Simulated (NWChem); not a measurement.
# THF (C4H8O) in NWChem

```xyz
13

C      0.6819    -0.3530     0.9954
C     -0.6819     0.3530     0.9954
C     -1.1683     0.0719    -0.4324
O      0.0000     0.0000    -1.2506
C      1.1683    -0.0719    -0.4324
H      1.3771     0.0263     1.7703
H      0.5537    -1.4438     1.1590
H     -1.3771    -0.0263     1.7703
H     -0.5537     1.4438     1.1590
H     -1.8425     0.8639    -0.8262
H     -1.7293    -0.8941    -0.4788
H      1.7293     0.8941    -0.4788
H      1.8425    -0.8639    -0.8262
```
Charge 0, spin multiplicity 1.

The numbers come from NWChem runs, not from measurements. Structure: optimised with PBE/def2-SVP, a minimum by its harmonic frequencies. It is one conformer; others weren't searched.

No SCF solution was tested for a lower state.

Worked example. At BHandHLYP/def2-SVP the molecule has a total energy of -232.13465 Ha and the free atoms (multiplicities C 3, O 3, H 2) C -37.80198, O -74.98239, H -0.49784 Ha. The electronic atomisation energy is the atoms' sum less the molecule's energy.

4·(-37.80198) + 1·(-74.98239) + 8·(-0.49784) = -230.17303 Ha for the atoms; less the molecule's energy this leaves 1.96162 Ha, or 1230.9 kcal/mol (5150 kJ/mol), without zero-point, thermal or spin-orbit terms.
